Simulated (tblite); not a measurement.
C6H8F3OP.
Structure used (GFN2-xTB), in Å, numbered top down from 1:
```
atom  x, y, z in Å
O1    -3.0822    0.7114   -0.0536
C2    -1.8969    0.5163    0.0223
C3    -1.2873   -0.8525   -0.1797
C4    -0.2194   -1.1864    0.8610
P5     1.2332   -0.0230    0.9028
C6     2.2168   -0.8308   -0.5019
F7     1.5063   -1.1124   -1.6102
F8     2.7509   -1.9898   -0.0934
F9     3.2246   -0.0383   -0.8900
C10    0.5073    1.3479   -0.1294
C11   -0.9194    1.6325    0.3261
H12   -2.0877   -1.5945   -0.1379
H13   -0.8679   -0.8840   -1.1886
H14   -0.6649   -1.1597    1.8597
H15    0.1624   -2.2000    0.7087
H16    1.1269    2.2365    0.0156
H17    0.5286    1.0931   -1.1919
H18   -1.2982    2.5471   -0.1360
H19   -0.9429    1.7960    1.4091
```

All values are computed: GFN2-xTB (tblite) harmonic vibrations without scaling, gas phase. The method is semi-empirical: single wavenumbers can be off by several per cent or more. One conformer, not necessarily the lowest.

Harmonic wavenumbers (cm⁻¹): 35.8, 40.9, 117.4, 123.8, 188.1, 229.6, 238.1, 287.3, 331.3, 357.9, 417.3, 470.6, 473.2, 484.6, 511.7, 551.6, 661.3, 674.5, 714.8, 757.0, 793.0, 870.5, 891.6, 957.5, 1021.6, 1032.3, 1055.4, 1064.5, 1069.8, 1083.6, 1115.7, 1123.8, 1174.7, 1214.7, 1255.3, 1271.6, 1295.8, 1306.4, 1429.9, 1437.7, 1444.3, 1456.0, 1772.3, 2939.1, 2946.3, 2954.8, 2961.9, 2968.1, 2973.3, 2983.8, 2992.6.

A = 1988, B = 603.7, C = 566.3 MHz; mass 184.026 u (most abundant isotopes); point group C1, symmetry number 1.

**Question.** What is the zero-point energy?

**Answer.** Half the sum of the wavenumbers: 29262 cm⁻¹ = 350.05 kJ/mol.

**Question.** Entropy at 500 K, 1 bar (ideal gas, RRHO, classical rotation)?

**Answer.** Translation 184.64, rotation 134.22, vibration 237.46: S = 556.3 J/(mol K).

**Question.** And Cp and H(500 K) − H(0)?

**Answer.** Cp = 262.23 J/(mol K), of which vibrations give 228.98 (their classical limit is 51 R = 424.0); H(500 K) − H(0) = 77.01 kJ/mol without the zero-point energy, 60.38 from vibrations.

**Question.** Blend soft modes into free rotors: weight 1/[1 + (100 cm⁻¹/ν̃)⁴] for the oscillator and the rest for a rotor with moment μB/(μ + B), μ = h/(8π²ν), B = 10⁻⁴⁴ kg m². What vibrational entropy results?

**Answer.** 217.98 J/(mol K) in place of 237.46, which changes −T·S at 500 K by +9.74 kJ/mol.

**Question.** Which modes carry the vibrational entropy at 500 K?

**Answer.** 35.8 cm⁻¹: 27.22; 40.9 cm⁻¹: 26.11; 117.4 cm⁻¹: 17.38; 123.8 cm⁻¹: 16.94; 188.1 cm⁻¹: 13.52; 229.6 cm⁻¹: 11.91 J/(mol K); the other 45 give 124.39 together.

**Question.** What must be added to the electronic energy to get the Gibbs energy at 500 K and 1 bar?

**Answer.** ZPE + [H(500 K) − H(0)] − T·S = 350.05 + 77.01 − 278.16 = 148.90 kJ/mol.

Hindered rotation and anharmonicity are outside this model. Other conformers, if any are populated, would add a mixing term that is left out. The structure is chiral; the term R ln 2 for an equal mix with its mirror image is left out.
